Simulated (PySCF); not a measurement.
**TDDFT excited states: C2H11GeNOSi2**

Species: C2H11GeNOSi2.
SMILES with atom numbers: `[GeH3:1][O:2][C@H:3]1[CH2:4][SiH2:5][NH:6][SiH2:7]1` (hydrogens: H8, H9, H10 on Ge1; H11 on C3; H12, H13 on C4; H14, H15 on Si5; H16 on N6; H17, H18 on Si7)

The calculation used PySCF, TDDFT PBE0/def2-SVPD, vertical, gas phase, core orbitals frozen in the response. One conformer (not necessarily the lowest) at the PBE0-D3(BJ)/def2-SVP geometry, without solvent, vibrations or thermal averaging. Relativistic effects, spin–orbit coupling among them, are left out although an element past zinc is present.

```tsv
state	E (eV)	E (hartree)	f	main configurations (H = HOMO, L = LUMO)
S1	5.97	0.2195	0.0062	H→L (72%), H→L+2 (21%)
S2	6.28	0.2308	0.0088	H-1→L (68%), H-2→L (16%)
S3	6.42	0.2361	0.023	H-2→L (68%), H-1→L (11%)
S4	6.50	0.2390	0.0055	H→L+1 (62%), H-1→L (12%), H→L+3 (11%)
S5	6.75	0.2482	0.017	H→L+2 (60%), H→L (15%)
S6	6.79	0.2496	0.0037	H-1→L+1 (81%)
S7	6.94	0.2551	0.040	H-2→L+1 (46%), H-1→L+2 (46%)
S8	7.00	0.2573	0.045	H-2→L+1 (47%), H-1→L+2 (34%)
S9	7.07	0.2599	0.018	H-2→L+2 (51%), H→L+4 (30%)
S10	7.11	0.2613	0.0051	H→L+4 (52%), H-2→L+2 (31%)
```

Triplets (Tamm–Dancoff): T1 5.67 eV, H→L (64%), H→L+2 (25%); T2 5.92 eV, H-1→L (74%); T3 6.07 eV, H-2→L (74%); T4 6.37 eV, H→L+1 (66%), H→L+3 (18%).

The lowest singlet lies at 5.97 eV (208 nm, ultraviolet) and is weak; its leading configuration is HOMO→LUMO (72%). The most intense listed level is S8 at 7.00 eV (177 nm, f = 0.045), 1.03 eV above S1. Löwdin shares by element: HOMO nitrogen 47%, silicon 22%, hydrogen 8% or more (atoms not listed hold the other 24%); LUMO germanium 22%, silicon 17%, oxygen 10% (atoms not listed hold the other 50%). The listed states span 1.14 eV, and the widest gap between neighbours is 0.31 eV (S1 to S2). The oscillator strengths of these states sum to 0.172; summed over the whole spectrum of an exact calculation they would give the number of electrons, 98 (Thomas–Reiche–Kuhn). Weighted by f, the mean energy of these states is 6.80 eV. The window holds the lowest 10 singlets.
